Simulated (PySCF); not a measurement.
# Core-level binding energies of `CC(=O)[SiH]([SiH3])[SiH3]`

Species: C₂H₁₀OSi₃.
Z-matrix (Å and degrees, PBE0-D3(BJ)/def2-SVP geometry), rows numbered from 1:
```
C 
C   1  1.5034
O   2  1.2097  1  122.68
Si  2  1.9513  1  120.47  3   179.98
Si  4  2.3421  2  105.80  1  -121.55
Si  4  2.3414  2  105.81  1   121.24
H   1  1.1024  2  109.75  3  -121.40
H   1  1.0993  2  110.22  3     0.14
H   1  1.1023  2  109.80  3   121.76
H   4  1.4999  2  112.22  1    -0.15
H   5  1.4955  4  110.40  2  -178.90
H   5  1.4931  4  108.76  2   -58.97
H   5  1.4959  4  110.29  2    60.83
H   6  1.4931  4  108.74  2    58.74
H   6  1.4959  4  110.29  2   -61.02
H   6  1.4954  4  110.44  2   178.71
```

Computed with PySCF, delta-SCF UKS SCAN, pcX-2 on the ionised atom, pcseg-1 elsewhere, spin-free X2C. These are vertical core ionisation energies against the vacuum level, from separate self-consistent calculations with and without the core hole.

List the computed XPS lines with their assignment.

```
atom(s)                  bonded to     level  binding energy (eV)  2p1/2 (eV)  above the level's lowest (eV)  count
Si5/Si6                 3 H and Si     Si 1s              1846.19           –                          +0.43      2
    Si4              C, H and 2 Si     Si 1s              1845.76           –                           0.00      1
     O3            C (double bond)      O 1s               537.44           –                           0.00      1
     C2  O (double bond), C and Si      C 1s               292.73           –                          +1.74      1
     C1                  C and 3 H      C 1s               290.99           –                           0.00      1
Si5/Si6                 3 H and Si  Si 2p3/2               106.50      107.12                          +0.38      2
    Si4              C, H and 2 Si  Si 2p3/2               106.12      106.74                           0.00      1
```

Lowest listed C 1s: C1, bonded to C and 3 H. Highest, 1.74 eV above it: C2, bonded to O (double bond), C and Si. Summing the Pauling electronegativity differences to the bonded atoms, each weighted by its formal bond order, gives -1.05 for the lowest site and +1.13 for the highest.

The listed Si 1s values span 0.43 eV, from Si4 (bonded to C, H and 2 Si) to Si5/Si6 (bonded to 3 H and Si).

Lowest listed Si 2p3/2: Si4, bonded to C, H and 2 Si. Highest, 0.38 eV above it: Si5/Si6, bonded to 3 H and Si.

Which effective nuclear charge Zeff reproduces each element's mean 1s value in the hydrogen-like formula E = 13.606 eV × Zeff²?

C (Z = 6): mean 291.9 eV, Zeff = 4.63, Z − Zeff = 1.37; O (Z = 8): mean 537.4 eV, Zeff = 6.29, Z − Zeff = 1.71; Si (Z = 14): mean 1846.0 eV, Zeff = 11.65, Z − Zeff = 2.35. Means run over the listed sites, weighted by atom count.

Which photon energy gives electrons from O 1s of O3 a kinetic energy of 50 eV, and what is their de Broglie wavelength?

hν = 537.44 + 50 = 587.44 eV, recoil neglected; λ = 12.264 Å/√(E/eV) = 1.73 Å.

The first atom of each set that the bonding makes equivalent was ionised and stands for the set. For 2p shells one spin-free hole was relaxed; a mean-field spin–orbit operator and the ground-state splitting of the three 2p orbitals were then diagonalised within the shell. The shell's mean is (2 × 2p3/2 + 2p1/2)/3, and the degeneracies 2j + 1 give areas of 2:1. 2p1/2 minus 2p3/2 (ligand field included): Si 0.62 eV. Geometry: PBE0-D3(BJ)/def2-SVP, one conformer, isolated molecule.
